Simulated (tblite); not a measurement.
Record of a relaxation.

C8H13OP.
Numbering: `[CH3:1][c:2]1[o:3][cH:4][c:5]([C:6]([CH3:7])([CH3:8])[CH3:9])[p:10]1` (hydrogens: H11, H12, H13 on C1; H14 on C4; H15, H16, H17 on C7; H18, H19, H20 on C8; H21, H22, H23 on C9)

Computed with GFN2-xTB (tblite), gas phase: L-BFGS steps from a force-field or distance-geometry start until the largest atomic force falls under 0.01 eV/Å. 8 of its 122 geometries are shown.

Step 0: E = -823.8929 eV, largest atomic force 7.269 eV/Å
```
atom  x, y, z in Å  |  force x, y, z in eV/Å
C1      4.243    0.002    0.744   -0.281  -0.028  -1.432
C2      2.772   -0.002    0.435   -2.468   0.982   6.280
O3      2.249   -0.185   -0.667    2.765  -1.193  -6.616
C4      1.010   -0.185   -0.940   -3.960  -0.147  -0.834
C5      0.098    0.000    0.078    2.958   0.144   1.361
C6     -1.387    0.021   -0.052    0.091   0.244  -0.296
C7     -1.842   -0.208   -1.498    0.575  -1.051   0.044
C8     -2.043   -1.019    0.831   -0.662  -0.749   0.561
C9     -1.963    1.372    0.320   -0.236   0.443   0.817
P10     1.284    0.218    1.544    0.021  -0.125  -0.873
H11     4.604   -1.008    1.004   -0.216   0.579   0.260
H12     4.443    0.768    1.491    0.117  -0.423   0.063
H13     4.758    0.273   -0.207   -0.162  -0.059   0.600
H14     0.634   -0.360   -1.980    1.157   0.108   0.871
H15    -1.267    0.406   -2.187   -0.261   0.019  -0.043
H16    -1.642   -1.281   -1.700   -0.385   0.630  -0.388
H17    -2.906    0.034   -1.575    0.312  -0.322  -0.203
H18    -1.802   -2.071    0.511   -0.026   1.056   0.512
H19    -1.765   -0.839    1.909   -0.322  -0.427  -1.130
H20    -3.148   -0.889    0.693    0.823  -0.265   0.441
H21    -3.038    1.323    0.011    0.897   0.663   0.437
H22    -1.402    2.189   -0.183   -0.649  -0.456   0.409
H23    -1.896    1.468    1.429   -0.088   0.376  -0.839
```

Step 17: E = -825.5856 eV, largest atomic force 0.293 eV/Å
```
atom  x, y, z in Å  |  force x, y, z in eV/Å
C1      3.986    0.030    0.769    0.082  -0.005   0.062
C2      2.533    0.011    0.467   -0.064   0.010  -0.195
O3      2.275   -0.223   -0.828    0.036  -0.054  -0.091
C4      0.966   -0.244   -1.082    0.076  -0.002  -0.008
C5      0.155   -0.025   -0.017    0.027  -0.005   0.103
C6     -1.346    0.030   -0.063   -0.017  -0.013   0.096
C7     -1.796   -0.240   -1.495   -0.048   0.031   0.001
C8     -1.955   -1.032    0.859    0.011  -0.014   0.008
C9     -1.838    1.411    0.384    0.002  -0.004  -0.023
P10     1.144    0.220    1.451   -0.069   0.040   0.049
H11     4.326   -0.956    1.063    0.080  -0.228   0.165
H12     4.228    0.732    1.552    0.006   0.139   0.245
H13     4.522    0.298   -0.133    0.110   0.105  -0.159
H14     0.738   -0.434   -2.114   -0.097   0.006   0.024
H15    -1.319    0.463   -2.170   -0.073   0.020  -0.108
H16    -1.521   -1.253   -1.768   -0.050  -0.022  -0.159
H17    -2.871   -0.126   -1.582   -0.124  -0.048  -0.014
H18    -1.637   -2.029    0.557   -0.020   0.042   0.017
H19    -1.652   -0.875    1.895    0.005   0.032  -0.101
H20    -3.042   -0.975    0.795    0.077  -0.064   0.073
H21    -2.904    1.488    0.174    0.019   0.083   0.101
H22    -1.322    2.204   -0.156   -0.003  -0.043   0.007
H23    -1.674    1.552    1.452    0.035  -0.006  -0.091
```

Step 35: E = -825.6612 eV, largest atomic force 0.067 eV/Å
```
atom  x, y, z in Å  |  force x, y, z in eV/Å
C1      3.956    0.038    0.849   -0.001  -0.002   0.008
C2      2.529    0.009    0.422   -0.014  -0.039  -0.024
O3      2.295   -0.273   -0.869   -0.011   0.018  -0.042
C4      0.982   -0.287   -1.140   -0.001  -0.016   0.011
C5      0.158   -0.039   -0.093    0.007   0.027  -0.006
C6     -1.346    0.023   -0.112    0.026  -0.007   0.005
C7     -1.903   -0.224   -1.515    0.005  -0.018   0.022
C8     -1.889   -1.038    0.851    0.004   0.002  -0.002
C9     -1.770    1.415    0.369    0.003  -0.009  -0.004
P10     1.127    0.255    1.379   -0.065   0.012  -0.011
H11     4.281   -0.952    1.168    0.027  -0.026   0.000
H12     4.075    0.723    1.683    0.033   0.015   0.051
H13     4.588    0.354    0.022    0.005   0.014  -0.026
H14     0.733   -0.492   -2.166    0.020  -0.004   0.032
H15    -1.563    0.544   -2.207    0.007  -0.010   0.004
H16    -1.595   -1.197   -1.887    0.021  -0.019  -0.012
H17    -2.990   -0.204   -1.485   -0.020   0.027  -0.008
H18    -1.561   -2.031    0.550   -0.008  -0.004  -0.033
H19    -1.528   -0.853    1.861    0.021   0.020   0.002
H20    -2.976   -1.019    0.863   -0.021   0.002   0.001
H21    -2.849    1.529    0.304   -0.026  -0.007   0.038
H22    -1.304    2.187   -0.240   -0.003  -0.004  -0.024
H23    -1.458    1.558    1.401   -0.009   0.030   0.019
```

Step 52: E = -825.6675 eV, largest atomic force 0.034 eV/Å
```
atom  x, y, z in Å  |  force x, y, z in eV/Å
C1      3.957    0.032    0.861   -0.005  -0.006  -0.003
C2      2.527    0.000    0.437   -0.002   0.029  -0.017
O3      2.299   -0.291   -0.853   -0.012  -0.021  -0.011
C4      0.989   -0.300   -1.133   -0.007   0.010  -0.006
C5      0.157   -0.020   -0.099    0.012  -0.012   0.004
C6     -1.348    0.035   -0.118    0.027  -0.013   0.001
C7     -1.906   -0.221   -1.520    0.016   0.003   0.010
C8     -1.877   -1.035    0.844   -0.001  -0.001   0.003
C9     -1.787    1.421    0.366    0.006  -0.015  -0.007
P10     1.120    0.284    1.376   -0.014   0.007  -0.002
H11     4.304   -0.968    1.124   -0.001  -0.010  -0.004
H12     4.078    0.676    1.728   -0.006  -0.007   0.006
H13     4.574    0.398    0.042    0.008   0.014   0.012
H14     0.753   -0.523   -2.158   -0.025   0.000   0.009
H15    -1.551    0.530   -2.221    0.017   0.003   0.000
H16    -1.610   -1.204   -1.878   -0.002   0.003  -0.003
H17    -2.993   -0.179   -1.497    0.007  -0.001   0.013
H18    -1.580   -2.027    0.510    0.006   0.000  -0.011
H19    -1.472   -0.875    1.842    0.001   0.017   0.009
H20    -2.962   -0.998    0.899   -0.017   0.010  -0.007
H21    -2.872    1.495    0.387   -0.009  -0.015   0.003
H22    -1.400    2.193   -0.296    0.005  -0.001  -0.002
H23    -1.404    1.603    1.369   -0.003   0.007   0.004
```

Step 69: E = -825.6698 eV, largest atomic force 0.023 eV/Å
```
atom  x, y, z in Å  |  force x, y, z in eV/Å
C1      3.956    0.030    0.859    0.007   0.003   0.003
C2      2.530    0.013    0.423    0.002   0.000   0.010
O3      2.297   -0.300   -0.861   -0.009  -0.006   0.009
C4      0.984   -0.309   -1.132   -0.008  -0.014  -0.005
C5      0.159   -0.014   -0.098    0.016   0.011   0.004
C6     -1.345    0.035   -0.115    0.017   0.006   0.000
C7     -1.894   -0.219   -1.519   -0.006   0.003   0.003
C8     -1.875   -1.033    0.848   -0.006   0.003  -0.003
C9     -1.794    1.419    0.366    0.002   0.000  -0.002
P10     1.128    0.316    1.364    0.000   0.002   0.018
H11     4.303   -0.981    1.074    0.002   0.004  -0.014
H12     4.059    0.629    1.760    0.009  -0.007   0.007
H13     4.586    0.443    0.072   -0.010   0.007   0.001
H14     0.737   -0.551   -2.149    0.000  -0.004  -0.018
H15    -1.522    0.526   -2.218    0.006  -0.002  -0.008
H16    -1.608   -1.207   -1.873   -0.004  -0.001  -0.004
H17    -2.980   -0.162   -1.506   -0.021  -0.008   0.004
H18    -1.585   -2.027    0.513    0.016   0.004  -0.003
H19    -1.471   -0.874    1.846    0.002   0.009  -0.004
H20    -2.961   -0.989    0.901   -0.018  -0.003   0.001
H21    -2.880    1.472    0.412    0.010   0.004  -0.005
H22    -1.437    2.191   -0.314    0.000  -0.006   0.015
H23    -1.393    1.620    1.358   -0.005  -0.005  -0.010
```

Step 86: E = -825.6740 eV, largest atomic force 0.028 eV/Å
```
atom  x, y, z in Å  |  force x, y, z in eV/Å
C1      3.957    0.031    0.856    0.001   0.006  -0.003
C2      2.530    0.020    0.426    0.005  -0.003  -0.014
O3      2.295   -0.345   -0.845   -0.006  -0.022  -0.004
C4      0.983   -0.354   -1.118   -0.001   0.018  -0.007
C5      0.161    0.000   -0.101   -0.001  -0.016   0.007
C6     -1.344    0.046   -0.120    0.003   0.023   0.014
C7     -1.896   -0.216   -1.523    0.000  -0.001   0.016
C8     -1.869   -1.021    0.847   -0.001   0.004  -0.008
C9     -1.800    1.425    0.364   -0.007   0.026   0.008
P10     1.131    0.384    1.349   -0.006  -0.015  -0.005
H11     4.349   -0.986    0.888    0.013   0.006   0.003
H12     4.043    0.474    1.844   -0.005   0.000   0.007
H13     4.562    0.600    0.149   -0.003   0.005   0.005
H14     0.736   -0.639   -2.125    0.001  -0.001   0.008
H15    -1.514    0.514   -2.233    0.007  -0.002   0.011
H16    -1.627   -1.213   -1.863    0.007  -0.004  -0.008
H17    -2.981   -0.143   -1.509   -0.012   0.002   0.001
H18    -1.531   -2.011    0.545    0.003  -0.003  -0.005
H19    -1.501   -0.823    1.853   -0.002  -0.014  -0.007
H20    -2.956   -1.014    0.864   -0.002  -0.005   0.012
H21    -2.886    1.473    0.411    0.007   0.002  -0.014
H22    -1.444    2.204   -0.308    0.000  -0.010  -0.005
H23    -1.401    1.621    1.359   -0.001   0.002  -0.011
```

Step 104: E = -825.6754 eV, largest atomic force 0.021 eV/Å
```
atom  x, y, z in Å  |  force x, y, z in eV/Å
C1      3.957    0.036    0.854    0.006   0.005  -0.003
C2      2.530    0.004    0.426    0.003  -0.005   0.001
O3      2.292   -0.367   -0.842   -0.001   0.001   0.000
C4      0.980   -0.370   -1.114    0.001   0.012  -0.003
C5      0.160   -0.009   -0.097    0.000   0.011  -0.005
C6     -1.345    0.047   -0.116    0.001   0.002   0.006
C7     -1.897   -0.213   -1.519    0.004  -0.002   0.007
C8     -1.870   -1.020    0.850   -0.002   0.003   0.006
C9     -1.796    1.432    0.358   -0.002   0.002   0.000
P10     1.133    0.373    1.351   -0.005  -0.007  -0.003
H11     4.386   -0.966    0.830   -0.007   0.006   0.005
H12     4.028    0.429    1.864    0.005  -0.008  -0.006
H13     4.541    0.664    0.180   -0.002   0.006   0.006
H14     0.729   -0.655   -2.119    0.001  -0.006   0.004
H15    -1.512    0.517   -2.228    0.004  -0.001   0.006
H16    -1.627   -1.210   -1.861   -0.012  -0.003  -0.006
H17    -2.982   -0.137   -1.505    0.003  -0.013  -0.004
H18    -1.529   -2.008    0.545   -0.020   0.001  -0.005
H19    -1.502   -0.827    1.856    0.007   0.006   0.004
H20    -2.958   -1.016    0.869   -0.003  -0.005  -0.005
H21    -2.882    1.487    0.391    0.003  -0.004  -0.004
H22    -1.430    2.201   -0.319    0.005   0.003   0.012
H23    -1.408    1.634    1.355    0.011  -0.005  -0.012
```

Step 121: E = -825.6765 eV, largest atomic force 0.009 eV/Å
```
atom  x, y, z in Å  |  force x, y, z in eV/Å
C1      3.958    0.050    0.851    0.001  -0.004  -0.001
C2      2.529   -0.001    0.429    0.001  -0.003  -0.001
O3      2.293   -0.370   -0.841   -0.001  -0.001   0.001
C4      0.981   -0.381   -1.112   -0.003   0.007   0.003
C5      0.159   -0.027   -0.094    0.003   0.008  -0.002
C6     -1.345    0.040   -0.116    0.000   0.003  -0.001
C7     -1.896   -0.222   -1.519    0.001  -0.002   0.001
C8     -1.887   -1.014    0.856    0.001   0.000  -0.001
C9     -1.781    1.432    0.352    0.000   0.001  -0.002
P10     1.130    0.353    1.356    0.002   0.004   0.002
H11     4.421   -0.931    0.748    0.003  -0.004  -0.001
H12     4.023    0.367    1.889   -0.005   0.003   0.000
H13     4.515    0.750    0.228   -0.003   0.001   0.002
H14     0.732   -0.670   -2.117    0.001   0.004  -0.002
H15    -1.508    0.507   -2.227    0.001  -0.002   0.001
H16    -1.629   -1.219   -1.860   -0.002  -0.003   0.001
H17    -2.981   -0.144   -1.509    0.001  -0.002   0.005
H18    -1.581   -2.011    0.545   -0.003  -0.002  -0.004
H19    -1.499   -0.832    1.857   -0.003   0.001   0.001
H20    -2.974   -0.977    0.889    0.000  -0.004   0.002
H21    -2.867    1.501    0.377    0.001   0.000   0.001
H22    -1.400    2.196   -0.322    0.004  -0.002  -0.002
H23    -1.396    1.629    1.351    0.000  -0.003  -0.003
```

Q: Summarise the path.

A: The energy falls by 172.09 kJ/mol from step 0 to step 121; nine tenths of that is first reached at step 12. It falls at every step. The largest force goes from 7.269 to 0.009 eV/Å. Among the bonds C2–P10 changes most, from 1.869 to 1.715 Å; the atoms move by 0.331 Å rms after alignment.

The cost below is that of the whole relaxation. The run took 1.1 s on one thread, Arm Neoverse V1 (aarch64), shared host.
